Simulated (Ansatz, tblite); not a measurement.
AlP nanocrystals, H-capped: gap (eV) at several levels, gas phase, relaxed structures; Ansatz, xTB through tblite. A dash marks a value that wasn't run or was left out as unsound. The structures are stationary points that may keep the symmetry of their start.

| species | state | geometry | GFN2-xTB | PBE-D4/def2-SVP | PBE-D4/def2-TZVP | PBE0-D4/def2-SVP | PBE0-D4/def2-TZVP |
| --- | --- | --- | --- | --- | --- | --- | --- |
| Al4P4H14, cut from wurtzite | singlet | r2SCAN-D4/def2-SVP | 2.99 | 4.43 | 4.18 | 6.33 | 6.08 |
| Al6P6H18, cut from wurtzite | singlet | PBE-D4/def2-SVP | 2.73 | 3.97 | 3.75 | 5.83 | 5.59 |
| Al7P7H20, cut from zinc blende | singlet | PBE-D4/def2-SVP | 2.44 | 3.59 | 3.41 | 5.44 | 5.24 |
| Al7P8H22⁺, cut from wurtzite, disc | singlet | PBE-D4/def2-SVP | 2.86 | 4.19 | 3.90 | 5.97 | 5.66 |
| Al7P8H24⁺, cut from zinc blende, disc | singlet | r2SCAN-D4/def2-SVP | 3.23 | 4.28 | 4.15 | 6.25 | 6.10 |
| Al8P8H22, cut from wurtzite | singlet | r2SCAN-D4/def2-SVP | 3.11 | 4.28 | 4.02 | 6.04 | 5.76 |
| Al9P9H24, cut from wurtzite | singlet | PBE-D4/def2-SVP | 2.95 | 4.12 | 3.85 | 5.88 | 5.60 |
| Al9P10H26⁺, cut from wurtzite | singlet | PBE-D4/def2-SVP | 2.96 | 3.94 | 3.73 | 5.70 | 5.48 |
| Al10P10H30, cut from zinc blende | singlet | r2SCAN-D4/def2-SVP | 3.00 | 4.03 | 3.82 | 5.86 | 5.64 |

(1) Estimate the column for r2SCAN-D4/def2-TZVP.

(1) Al4P4H14, cut from wurtzite 4.60; Al6P6H18, cut from wurtzite 4.14; Al7P7H20, cut from zinc blende 3.79; Al7P8H22⁺, cut from wurtzite, disc 4.25; Al7P8H24⁺, cut from zinc blende, disc 4.58; Al8P8H22, cut from wurtzite 4.40; Al9P9H24, cut from wurtzite 4.23; Al9P10H26⁺, cut from wurtzite 4.10.
